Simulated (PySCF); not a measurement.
Electronic absorption of bromobenzene

Compound: bromobenzene, C6H5Br.
Z-matrix (Å and degrees, PBE0-D3(BJ)/def2-TZVP geometry), rows numbered from 1:
```
Br
C   1  1.8900
C   2  1.3855  1  119.34
C   3  1.3870  2  118.98  1   179.97
C   4  1.3869  3  120.50  2     0.07
C   5  1.3869  4  119.70  3    -0.07
C   2  1.3855  1  119.33  3   180.00
H   3  1.0824  2  120.16  1    -0.04
H   4  1.0838  3  119.31  2  -179.99
H   5  1.0833  4  120.15  3   179.95
H   6  1.0838  5  120.18  4  -179.96
H   7  1.0824  2  120.16  1    -0.01
```

Theory: TDDFT CAM-B3LYP/aug-cc-pVTZ, vertical, gas phase, core orbitals frozen in the response in PySCF. Geometry: PBE0-D3(BJ)/def2-TZVP; no solvent, vibrations or thermal averaging. The CAM-B3LYP/aug-cc-pVTZ calculation is non-relativistic and has no spin–orbit coupling, an omission that weighs most on bromine.

Question: Predict the UV-vis stick spectrum at this level.

Answer: 

```json
{"state": "S1", "E (eV)": "5.32", "λ (nm)": "232.8", "f": "0.0017", "|μ| (D)": "0.29", "symmetry": "–", "main configurations (H = HOMO, L = LUMO)": "H→L+2 (64%), H-1→L+1 (32%)"}
{"state": "S2", "E (eV)": "5.72", "λ (nm)": "216.7", "f": "0.0000", "|μ| (D)": "0.02", "symmetry": "–", "main configurations (H = HOMO, L = LUMO)": "H→L+5 (43%), H→L (21%), H→L+7 (16%)"}
{"state": "S3", "E (eV)": "5.87", "λ (nm)": "211.4", "f": "0.109", "|μ| (D)": "2.21", "symmetry": "A1", "main configurations (H = HOMO, L = LUMO)": "H→L+1 (79%), H-1→L+2 (19%)"}
{"state": "S4", "E (eV)": "6.36", "λ (nm)": "194.9", "f": "0.020", "|μ| (D)": "0.91", "symmetry": "B1 or B2", "main configurations (H = HOMO, L = LUMO)": "H→L (57%), H→L+4 (23%), H→L+5 (8%)"}
{"state": "S5", "E (eV)": "6.63", "λ (nm)": "187.0", "f": "0.0000", "|μ| (D)": "0.02", "symmetry": "–", "main configurations (H = HOMO, L = LUMO)": "H-1→L (73%), H-1→L+5 (15%)"}
{"state": "S6", "E (eV)": "6.66", "λ (nm)": "186.3", "f": "0.140", "|μ| (D)": "2.35", "symmetry": "B1 or B2", "main configurations (H = HOMO, L = LUMO)": "H-1→L+1 (30%), H-2→L+5 (25%), H→L+2 (17%)"}
{"state": "S7", "E (eV)": "6.73", "λ (nm)": "184.3", "f": "0.153", "|μ| (D)": "2.45", "symmetry": "B1 or B2", "main configurations (H = HOMO, L = LUMO)": "H-1→L+1 (30%), H-2→L+5 (26%), H→L+2 (16%)"}
{"state": "S8", "E (eV)": "6.78", "λ (nm)": "182.8", "f": "0.594", "|μ| (D)": "4.80", "symmetry": "A1", "main configurations (H = HOMO, L = LUMO)": "H-1→L+2 (75%), H→L+1 (18%)"}
{"state": "S9", "E (eV)": "6.82", "λ (nm)": "181.7", "f": "0.0002", "|μ| (D)": "0.10", "symmetry": "–", "main configurations (H = HOMO, L = LUMO)": "H→L+4 (59%), H→L (13%)"}
{"state": "S10", "E (eV)": "6.91", "λ (nm)": "179.6", "f": "0.0000", "|μ| (D)": "0.00", "symmetry": "–", "main configurations (H = HOMO, L = LUMO)": "H→L+3 (89%)"}
```

Triplets (Tamm–Dancoff): T1 4.06 eV, H→L+1 (56%), H-1→L+2 (32%); T2 4.68 eV, H→L+2 (78%), H-1→L+1 (14%); T3 4.76 eV, H-1→L+2 (64%), H→L+1 (32%); T4 5.15 eV, H-1→L+1 (82%), H→L+2 (14%).

The lowest singlet lies at 5.32 eV (233 nm, ultraviolet) and is very weak; its leading configuration is HOMO→LUMO+2 (64%). The strongest level in the table is S8 at 6.78 eV (183 nm, f = 0.594). Löwdin shares by element: HOMO carbon 41% or more, bromine 32% (atoms not listed hold the other 27%); LUMO hydrogen 74% or more (atoms not listed hold the other 26%). The listed states span 1.58 eV, and the widest gap between neighbours is 0.50 eV (S3 to S4). Weighted by f, the mean energy of these states is 6.65 eV. Of the 10 states listed, 5 reach f = 0.01 and 4 stay under 0.0005. Symmetry labels in C2v follow from the direction of the transition dipole and are given only for states with f of 0.002 or more; B1 and B2 swap with the choice of axes. Singlets were solved by full linear response, triplets in the Tamm–Dancoff approximation.
